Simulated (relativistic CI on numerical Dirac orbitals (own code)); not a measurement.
Calculated at this level of theory: Dirac-Coulomb-Breit CI, KLI orbitals optimised for each configuration, a model potential for QED, unscaled Slater integrals (own radial code, finite nucleus).

The strongest absorption lines from the ground level of an ion, among the configurations computed and to levels below about 1240 eV (vacuum wavelength in nm, gf): 1.3586 (0.074), 1.3749 (0.056), 1.9187 (0.19), 1.9792 (0.17), 10.785 (0.95), 17.181 (0.29).

Task: Which ion is it?
A. Eu³⁴⁺
B. Nd³¹⁺
C. Eu³²⁺
D. Dy³⁷⁺

Result: A. Eu³⁴⁺ has 29 electrons and the ground level 3d10 4s 2S_1/2; the strongest line goes to 3d10 4p 2P°_3/2. The pattern of lines fixes the number of electrons, and along that sequence the line energies rise steadily with the charge (about as its square where n changes within one kind of shell, about linearly where n is kept but much faster in heavy ions where fine structure, which grows about as Z⁴, sets the gap, and irregularly where shells cross), which fixes Z. Configurations outside the model, such as inner-shell arrays, can give stronger lines. At this charge energies of transitions that change n are usually good to better than 1 %, and those within a shell (Δn = 0) to a few per cent.

LS names give the leading component of a level, which can be under half, so a name can repeat, a term be missing and a line seem to break the LS rules.
